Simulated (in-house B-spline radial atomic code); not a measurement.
How numerical settings move a run on the zirconium ion Zr⁺, [Kr] 4d2 5s1. Computed with an all-electron radial atomic-structure program (B-spline basis): scalar-relativistic (X2C) Hartree-Fock, average of configuration, Fermi nucleus of rms radius 4.2694 fm.

Command:
```bash
python run_scf.py task.json out
```
Settings of the sound reference run:
```
Z                40
electrons        39
configuration    [Kr] 4d2 5s1
hamiltonian      x2c
method           hf
spin_polarised   False
nucleus          fermi
rms_radius       4.2694
mass_number      90
atomic_mass      89.9047
speed_of_light   137.036
knot_spacing     0.22
spline_order     8
gauss_points     12
box_radius       35.29
max_iterations   70
damping          0.5
damped_steps     3
diis_vectors     10
tolerance        1e-08
start            Thomas-Fermi
```

Run time, properties included: 0.22 s on 1 thread of Arm Neoverse V1, with other jobs on the host.

It converges in 10 iterations to -3595.988756 hartree, with 5s at -12.0292 eV. The other runs change the listed settings, some to values that make no sense; their results aren't properties of the atom or ion. Radii are in bohr (the nuclear one in fm), a minus after a letter asks for a j subshell, and «unchanged» means within 1e-8 hartree. The run stops when the residual is below 10 × tolerance × max(1, Z/10), or a noise floor if that is larger, and the energy moves by less than 1e-8 × √|E| hartree; so very loose and very tight tolerances often act alike.

| changed settings | outcome |
| --- | --- |
| first_knot = 2.5e-05 | converged in 10 iterations, energy +9.29e-07 hartree from the reference, 5s level -1.4e-06 eV |
| first_knot = 0.025, max_iterations = 60, start = bare nucleus | converged in 13 iterations, energy +2.53e-01 hartree from the reference, 5s level +8.9e-04 eV |
| spline_order = 6 | converged in 10 iterations, energy +2.55e-06 hartree from the reference |
| spline_order = 10 | converged in 10 iterations, energy +2.43e-07 hartree from the reference |
| first_knot = 0.00025 | converged in 10 iterations, energy -2.32e-04 hartree from the reference, 5s level -2.2e-06 eV |
| knot_spacing = 2, max_iterations = 100, damped_steps = 30, tolerance = 0.0001 | converged in 12 iterations, energy +3.81e+02 hartree from the reference, 5s level +4.4e+00 eV (the program warns: 5s reaches the box edge; 1s reaches the box edge) |
| spline_order = 3 | converged in 10 iterations, energy +9.32e-02 hartree from the reference, 5s level +6.5e-03 eV |
| first_knot = 0.025 | converged in 10 iterations, energy +2.53e-01 hartree from the reference, 5s level +8.9e-04 eV |
| knot_spacing = 1, box_radius = 7.06, max_iterations = 75, diis_vectors = 2, tolerance = 1e-10 | converged in 14 iterations, energy +6.55e+00 hartree from the reference, 5s level +5.4e-01 eV (the program warns: 5s reaches the box edge; 2s reaches the box edge) |
| electrons = 42, configuration = [Kr] 4d2 5s1 6s3, max_iterations = 60 | stopped with error: shell 6s holds at most 2 electrons |
| first_knot = 2.5e-06 | converged in 9 iterations, energy +7.24e-07 hartree from the reference, 5s level +1.3e-05 eV |
| spline_order = 5 | converged in 10 iterations, energy +4.88e-05 hartree from the reference, 5s level +4.0e-06 eV |
| max_iterations = 12 | converged in 10 iterations, energy unchanged |
| max_iterations = 3 | not converged after 3 iterations, last residual 2.8e-02, last energy +4.17e-02 hartree from the reference |
| max_iterations = 2 | not converged after 2 iterations, last residual 1.3e-01, last energy +5.92e-01 hartree from the reference |
| electrons = 40, configuration = [Kr] 4d2 5s1 6p-1, max_iterations = 60 | stopped with error: j subshells need the Dirac Hamiltonian and l > 0 |

(1) What happens with gauss_points = 5, first_knot = 2.5e-05, max_iterations = 75, tolerance = 0.01?

(2) What happens with max_iterations = 5?

(3) What happens with max_iterations = 8?

(4) What happens with gauss_points = 5, first_knot = 0.0025, max_iterations = 8, damping = 0.2?

Answers

(1) Converged in 9 iterations, energy +7.40e-07 hartree from the reference, 5s level +1.2e-05 eV.

(2) Not converged after 5 iterations, last residual 3.2e-03, last energy +6.38e-04 hartree from the reference.

(3) Not converged after 8 iterations, last residual 1.3e-05, last energy +6.20e-09 hartree from the reference.

(4) Not converged after 8 iterations, last residual 8.8e-07, last energy +6.66e-02 hartree from the reference.
